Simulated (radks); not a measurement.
The numbers below are computed, except where a source is named.
Isoelectronic series with 20 electrons, each ion in its NIST ground configuration. Level of theory: scalar-relativistic Kohn-Sham, BLYP, spin-unpolarised, spherical densities, point nucleus (a radial shooting solver on a logarithmic mesh with Libxc functionals). Total energies (hartree) and mean radii <r> (bohr):

ion,configuration,E (hartree),3d,3p
Cd28+,[Ar] 3d2,-5070.27333,0.2897,0.3234
Sn30+,[Ar] 3d2,-5552.75254,0.2740,0.3067
Te32+,[Ar] 3d2,-6059.11741,0.2600,0.2916
Xe34+,[Ar] 3d2,-6589.70786,0.2474,0.2778
Ba36+,[Ar] 3d2,-7144.8873,0.2359,0.2653
Ce38+,[Ar] 3d2,-7725.0440,0.2254,0.2537
Nd40+,[Ar] 3d2,-8330.5931,0.2158,0.2431
Sm42+,[Ar] 3d2,-8961.9785,0.2070,0.2333
Gd44+,[Ar] 3d2,-9619.6749,0.1989,0.2242
Dy46+,[Ar] 3d2,-10304.1903,0.1913,0.2158
Er48+,[Ar] 3d2,-11016.0691,0.1843,0.2079
